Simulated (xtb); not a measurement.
Diatomic GaRu, multiplicity 4 (lowest of 2S+1 = 2, 4, 6 at PBE0/def2-TZVPP; our sources give no spin for the ground state, which may be another). No spin–orbit coupling. Ga is treated without relativity.

Seven points along R, fitted to fifth degree in 1/R; most abundant isotopes. Runs in def2 and cc sets follow the lowest solution found near the PBE0 minimum.

The values were computed with xtb for the GFN methods.  The GFN methods have no spin term and hold the electronic entropy of 300 K.

Energies at GFN1-xTB:

| R (Å) | E (hartree) |
|---|---|
| 2.211459 | -4.46524092 |
| 2.270907 | -4.47415274 |
| 2.325599 | -4.47870740 |
| 2.387425 | -4.48107270 |
| 2.449250 | -4.48153676 |
| 2.520588 | -4.48066080 |
| 2.603815 | -4.47861292 |

With a reduced mass of 41.1158 u, find the minimum, the force constant and the constants.

A fifth-degree polynomial in 1/R puts the minimum at r_e = 2.4381 Å with force constant 143 N/m. Then ω_e = (1/2πc)√(k/μ) = 243 cm⁻¹ and B_e = h/(8π²cμr_e²) = 0.06897 cm⁻¹; the cubic and quartic terms give α_e = 0.00067 and ω_e x_e = 2.8 cm⁻¹.
